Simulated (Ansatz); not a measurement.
Two isomers of CH8OSi3: A = `[SiH3][SiH]1C[SiH2]O1`, B = `O=C[SiH]([SiH3])[SiH3]`.

Calculated with Ansatz (gas phase, PBE0-D4/def2-TZVP geometries, no zero-point term in ΔE). CCSD(T)/CBS is the MP2 limit (def2-TZVPP, def2-QZVPP) plus CCSD(T) − MP2 in def2-TZVPP, frozen cores. DFT in def2-TZVPP. B3LYP here is the variant with VWN-RPA as its local correlation; programs differ in this. Each species was taken in one conformer, which may not be the lowest.

Q: Which isomer does CCSD(T)/CBS put lower? Give the gap. (An estimate is asked.)

A: Computed: A, by 308.7 kJ/mol.

Q: Give E(B) − E(A) in kJ/mol with PBE0-D4, CCSD(T)/def2-TZVPP, r2SCAN-D4, HF/def2-TZVPP, ωB97M-V, B3LYP, B3LYP-D4. (Best estimate.)

A: Ansatz gave: PBE0-D4 293.5, CCSD(T)/def2-TZVPP 299.2, r2SCAN-D4 299.1, HF/def2-TZVPP 298.9, ωB97M-V 309.8, B3LYP 280.9, B3LYP-D4 284.0. None reverses the order clearly.

Largest T1 diagnostic: 0.016.

From PBE to PBE0 (25 % exact exchange), in def2-TZVPP and without D4, E(B) − E(A) moves by +25.2 kJ/mol. The D4 term adds +3.1 kJ/mol with B3LYP and +1.2 kJ/mol with PBE0; it sums over pairs of atoms, weighted by their polarisabilities, and B3LYP, whose exchange is more repulsive, gets the larger term.
